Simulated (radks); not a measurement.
Results of a calculation; reference values are marked as such.
Ionisation of neutral zirconium, [Kr] 4d2 5s2, to Zr+, [Kr] 4d2 5s1, under several functionals. Scalar-relativistic Kohn-Sham, spin-polarised, spherical densities, finite nucleus; open shells are filled with parallel spins first (spin-orbit coupling, left out, can overturn this in heavy ions); a radial shooting solver on a logarithmic mesh with Libxc functionals. The NIST Atomic Spectra Database gives 6.634 eV (measured). Rank these functionals by the error of their Delta-SCF ionisation energy: AM05; SOGGA; OLYP; revPBE; exchange-only PBE; RPBE; exchange-only B88; PW91; exchange-only LDA; r2SCAN.

Answer. From best to worst: PW91 6.475 eV (-0.159); RPBE 6.386 eV (-0.248); AM05 6.356 eV (-0.278); revPBE 6.341 eV (-0.293); OLYP 6.296 eV (-0.339); SOGGA 6.266 eV (-0.369); r2SCAN 6.123 eV (-0.511); exchange-only PBE 5.671 eV (-0.963); exchange-only B88 5.517 eV (-1.117); exchange-only LDA 5.373 eV (-1.261). Open shells are spherical and high-spin; term and fine-structure splittings are not resolved.
